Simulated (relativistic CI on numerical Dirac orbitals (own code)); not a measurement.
# Bi¹⁶⁺: sensitivity of the levels to the model

Base calculation: Dirac-Coulomb-Breit CI, KLI orbitals optimised for each configuration, a model potential for QED, unscaled Slater integrals.

CI space (outside the closed core [Kr] 4d10): 4f14 5s2 5p5, 4f14 5s 5p6, 4f14 5s2 5p4 5d, 4f13 5s2 5p6, 4f14 5s 5p5 5d, 4f14 5s2 5p4 5f, 4f14 5s2 5p4 5g, 4f14 5s 5p5 5f, 4f14 5s2 5p4 6s, 4f14 5p6 5d, 4f13 5s2 5p5 5d, 4f14 5p5 5d2, 4f14 5p4 5d3, 4f13 5p6 5d2, 4f14 5p4 5d2 5f, 4f14 5p4 5d2 5g. Double excitations out of closed p, d and f shells are left out; levels of such configurations are missing from the list, as are those of other unlisted configurations, and high levels can miss mixing partners. Some configurations lack a partner that the ground configuration has and come out too high, among them 4f14 5s2 5p4 6s, 4f13 5s2 5p5 5d.

Variants: (1) QED terms removed. Shifts of the energy above 4f14 5s2 5p5 2P°_3/2, in cm⁻¹, for the lowest level and the first level of each name with at least 55 % of one term (blank where a level changes its place among those of its configuration and J or its character, or is not in the variant):

```
                 Level     Base   Δ(1)
  4f14 5s2 5p5 2P°_3/2        0      0
  4f14 5s2 5p5 2P°_1/2   242198   -153
4f14 5s2 5p4 5d 4F_9/2   611272   +409
4f14 5s2 5p4 5d 2D_3/2   612990   +508
  4f13 5s2 5p6 2F°_7/2   772475   -939
4f14 5s2 5p4 5d 4D_1/2   788491   +348
  4f13 5s2 5p6 2F°_5/2   815976  -1100
4f14 5s2 5p4 5d 2G_7/2   828899   +347
4f14 5s2 5p4 5d 2G_9/2   865074   +250
4f14 5s2 5p4 6s 4P_5/2  1162955   -949
4f14 5s2 5p4 6s 2P_3/2  1173383   -948
4f14 5s 5p5 5d 4P°_1/2  1194776  +3470
4f14 5s2 5p4 6s 2S_1/2  1204374   -950
4f14 5s 5p5 5d 4P°_3/2  1205424  +3324
```

At this charge transitions that keep the count of f electrons are usually good to a few per cent. Levels that differ in their count of f electrons can be misplaced by several ten thousand cm⁻¹, since the correlation energy of f electrons is missing or only estimated; rates across such gaps can be off by orders of magnitude.

Ionisation energy from one configuration of each of the two ions, the ground ones as tabulated or assumed: base 393.582 eV. The NIST ASD value (theoretical) is 409 ± 20 eV.

LS names give the leading component of a level, which can be under half, so a name can repeat, a term be missing and a line seem to break the LS rules.
